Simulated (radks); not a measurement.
Problem. These are the eigenvalues of the occupied orbitals of an atom or ion with whole-number occupations (eV). Calculated with a radial shooting solver on a logarithmic mesh with Libxc functionals: Dirac Kohn-Sham, BLYP, spin-unpolarised, spherical densities, finite nucleus; Fermi nuclear charge, rms radius of each element as measured or else 0.836 A^(1/3) + 0.57 fm.

1s1/2: -9379.331
2s1/2: -1576.274
2p1/2: -1448.300
2p3/2: -1427.413
3s1/2: -539.7855
3p1/2: -498.6610

Which element is it, and in what charge state? The configuration may be excited. Open shells, if any, fill j = l - 1/2 first.

Solution. Z = 29, copper, charge +15: Cu15+ in [Ne] 3s2 3p2. The list shows which subshells hold electrons but not how many an open one holds; the 1s level, -344.68 hartree, gives Z - s = 26.3 by -(Z - s)^2/2, which with screening and relativity narrows Z to a few neighbours, and the depths of the outer levels then fix element, charge and occupations together.
